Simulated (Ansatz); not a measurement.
Consider the cleavage of the Al–B bond: `[BH2][AlH][OH]` + `BO` → `B[O][AlH][OH]` + BH₃.

Calculated with Ansatz (gas phase, PBE0-D4/def2-TZVP geometries, no zero-point term in ΔE). CBS: MP2 limit from def2 TZ/QZ plus the TZ coupled-cluster correction, frozen cores. This one scheme is used for every species. DFT in def2-TZVPP. One conformer a species, not always the lowest.

`[BH2][AlH][OH]`:

Cartesian coordinates in Å:
```
B 0.239 -1.490 0.265
Al -0.163 0.468 -0.443
O -0.031 1.728 0.695
H -0.613 -2.206 0.713
H 1.333 -1.980 0.231
H -0.574 0.836 -1.940
H -0.191 2.645 0.478
```

`BO`:

Cartesian coordinates in Å:
```
B 0.344 0.108 -0.217
O -0.977 -0.029 0.012
H 0.663 0.595 -1.262
H 1.148 -0.249 0.602
H -1.179 -0.425 0.864
```

`B[O][AlH][OH]`:

Cartesian coordinates in Å:
```
B -0.045 1.743 0.507
O 0.184 0.465 0.207
Al 0.501 -1.147 -0.162
O -0.682 -2.108 -0.880
H 0.195 2.598 -0.307
H -0.493 2.029 1.588
H 1.902 -1.761 0.161
H -1.562 -1.819 -1.113
```

BH₃:

Z-matrix (Å, degrees):
```
B
H 1 1.193
H 1 1.193 2 120.0
H 1 1.193 2 120.0 3 180.0
```

CCSD(T)/CBS gives -1.73 eV.

Problem. Another level gave -1.71 eV. Which?
A. HF/def2-TZVPP
B. revPBE-D4/def2-TZVPP
C. PBE-QIDH/def2-TZVPP
D. PBE0/def2-TZVPP

Solution. C. PBE-QIDH -1.71, HF/def2-TZVPP -1.93, revPBE-D4 -1.53, PBE0 -1.58 eV.

Largest T1 diagnostic among the species: 0.014.

Leaving LDA and LC-ωPBE aside and taking each functional with its dispersion term where it has one, the values, not all of them listed here, spread over 0.33 eV, from BHLYP-D4 to PBE-D4. From PBE to PBE0 (25 % exact exchange), in def2-TZVPP and without D4, ΔE moves by −0.07 eV. In def2-TZVPP, CCSD(T) changes the Hartree–Fock value by +0.20 eV (the triples alone add +0.02 eV) and MP2 by +0.09 eV.
